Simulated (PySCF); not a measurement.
Species: C₅H₁₄BNO.
Geometry (PBE0-D3(BJ)/def2-SVP, Å), atoms numbered from 1 in this order:
```
atom  x, y, z in Å
C1    -1.6425   -1.0653   -0.2477
N2    -0.7116    0.0563   -0.0475
C3    -1.4763    1.2954    0.1454
B4     0.3036   -0.2663    1.2594
C5     1.7529   -0.2496    0.5433
O6     2.3145    1.0637    0.4783
C7     1.4343   -0.6553   -0.8905
C8     0.2106    0.1744   -1.2206
H9    -1.0737   -1.9805   -0.4482
H10   -2.2272   -1.2187    0.6676
H11   -2.3183   -0.8563   -1.0935
H12   -0.7804    2.1213    0.3332
H13   -2.0850    1.5167   -0.7471
H14   -2.1327    1.1850    1.0180
H15   -0.0390   -1.3559    1.6983
H16    0.1427    0.6358    2.0778
H17    2.4823   -0.9515    0.9905
H18    2.0632    1.4936    1.3013
H19    1.2176   -1.7349   -0.9443
H20    2.2558   -0.4411   -1.5932
H21    0.5196    1.2258   -1.2849
H22   -0.3189   -0.0995   -2.1474
```

All values: PBE0/pcSseg-1 (PySCF, non-relativistic), on one gas-phase PBE0-D3(BJ)/def2-SVP geometry that isn't relaxed in the solvent. The solvent is an IEF-PCM continuum (cavity from Bondi-type radii × 1.2). Only the electrostatic response of the medium enters.

Gas phase at PBE0/pcSseg-1: HOMO -6.67 eV, LUMO 1.02 eV, dipole 4.44 D.

Task: What does the continuum do to the energy, the frontier levels and the dipole at PBE0/pcSseg-1 in benzene and dimethylsulfoxide?

Result: 
```json
{"solvent": "benzene", "ε": "2.271", "E(solvent) − E(gas) (kJ/mol)": "-15.73", "polarisation term (kJ/mol)": "-16.85", "distortion of the solute (kJ/mol)": "1.12", "HOMO (eV)": "-6.78", "LUMO (eV)": "1.25", "dipole (D)": "4.99"}
{"solvent": "dimethylsulfoxide", "ε": "46.83", "E(solvent) − E(gas) (kJ/mol)": "-34.90", "polarisation term (kJ/mol)": "-40.86", "distortion of the solute (kJ/mol)": "5.96", "HOMO (eV)": "-6.96", "LUMO (eV)": "1.45", "dipole (D)": "5.72"}
```

Polarisation term: ½ Σ q·V over the induced surface charges. Distortion: the rise of the solute's own energy as its density leaves the gas-phase optimum. From benzene to dimethylsulfoxide the lowering changes by a factor 2.22, Onsager's factor (ε − 1)/(2ε + 1) by 2.11 and ε itself by 20.6.

Task: Which radius a makes the point-dipole formula ΔE = −[(ε − 1)/(2ε + 1)]·μ²/a³ give the value in dimethylsulfoxide, with the gas-phase dipole?

Result: μ = 1.745 au and |ΔE| = 0.01329 Eh give a = 2.54 Å; the farthest nucleus lies 2.87 Å from the centroid of the nuclei, so such a sphere wouldn't even hold the nuclei. The formula assumes a rigid point dipole at the centre of a sphere.

Task: Give the dipole vector in the frame of the coordinates (D, pointing from negative to positive charge), gas and dimethylsulfoxide.

Result: Gas (-3.75, 0.22, -2.36), solvent (-4.73, 0.31, -3.21). Its length changes by +29 % and its direction by 2°.

Task: Which Hirshfeld charges (PBE0/pcSseg-1) respond most in benzene (means over atoms taken as equivalent)?

Result: 
```
atoms            environment  gas (e)  solvent (e)  change
   O6         alcohol oxygen   -0.240       -0.248  -0.008
  H15           B–H hydrogen   -0.097       -0.102  -0.005
  H22     methylene hydrogen   +0.042       +0.048  +0.006
  H16           B–H hydrogen   -0.097       -0.101  -0.004
  H17       methine hydrogen   +0.022       +0.019  -0.003
   B4  four-coordinate boron   -0.040       -0.043  -0.003
  H18      hydroxyl hydrogen   +0.146       +0.148  +0.002
  H19     methylene hydrogen   +0.038       +0.041  +0.003
```

Task: Which Mayer bond orders change most in benzene?

Result: 
| bond | length (Å) | gas | solvent | change |
| --- | --- | --- | --- | --- |
| N2–B4 | 1.686 | 0.533 | 0.549 | +0.016 |
| C5–O6 | 1.430 | 0.899 | 0.893 | -0.006 |
| C1–N2 | 1.471 | 0.915 | 0.912 | -0.003 |
| N2–C3 | 1.469 | 0.918 | 0.915 | -0.003 |
| B4–C5 | 1.617 | 0.895 | 0.898 | +0.003 |
| O6–H18 | 0.962 | 0.956 | 0.953 | -0.003 |
| C1–H9 | 1.096 | 0.955 | 0.953 | -0.002 |
| C1–H10 | 1.097 | 0.960 | 0.958 | -0.002 |

Task: How do the nuclear quadrupole coupling constants eQVzz/h respond in benzene?

Result: 
```
  nucleus  Q (barn)  gas (MHz)  solvent (MHz)  η gas  η solvent
14N at N2   0.02044      -2.81          -2.69   0.09       0.07
11B at B4   0.04059       2.48           2.38   0.16       0.17
17O at O6   -0.0256      11.33          11.23   0.91       0.91
```
